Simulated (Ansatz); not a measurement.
`CO[SiH]([SiH3])S` + `CC[Si]S` → `CC[Si]SC` + `O[SiH]([SiH3])S`  (substitution at a C–O bond)

Calculated with Ansatz (gas phase, PBE0-D4/def2-TZVP geometries, no zero-point term in ΔE). CCSD(T)/CBS is the MP2 limit (def2-TZVPP, def2-QZVPP) plus CCSD(T) − MP2 in def2-TZVPP, frozen cores. This one scheme is used for every species. DFT in def2-TZVPP. HSE06 is defined as in plane-wave codes. One conformer a species, not always the lowest.

```csv
level,ΔE (kcal/mol),difference from CCSD(T)/CBS
LDA (SPW92),-8.1,0.2
PBE-D4,-8.5,-0.2
B97M-V,-7.0,1.3
ωB97X-V,-6.6,1.7
HSE06,-7.6,0.7
BHLYP,-5.4,2.9
LC-ωPBE,-6.9,1.4
CCSD(T)/def2-SVP,-2.2,6.1
CCSD/def2-TZVPP,-6.4,1.9
HF/CBS(def2),-3.4,4.9
CCSD(T)/CBS,-8.3,0
```

Largest T1 diagnostic among the species: 0.014.

The D4 term adds −1.0 kcal/mol with B3LYP and −0.5 kcal/mol with PBE0; it sums over pairs of atoms, weighted by their polarisabilities, and B3LYP, whose exchange is more repulsive, gets the larger term. At CCSD(T), def2-SVP lies +6.1 kcal/mol from the extrapolated value and def2-TZVPP +1.2 kcal/mol. In def2-TZVPP, CCSD(T) changes the Hartree–Fock value by −3.8 kcal/mol (the triples alone add −0.7 kcal/mol) and MP2 by −5.5 kcal/mol.

B3LYP here is the variant with VWN-RPA as its local correlation; programs differ in this.
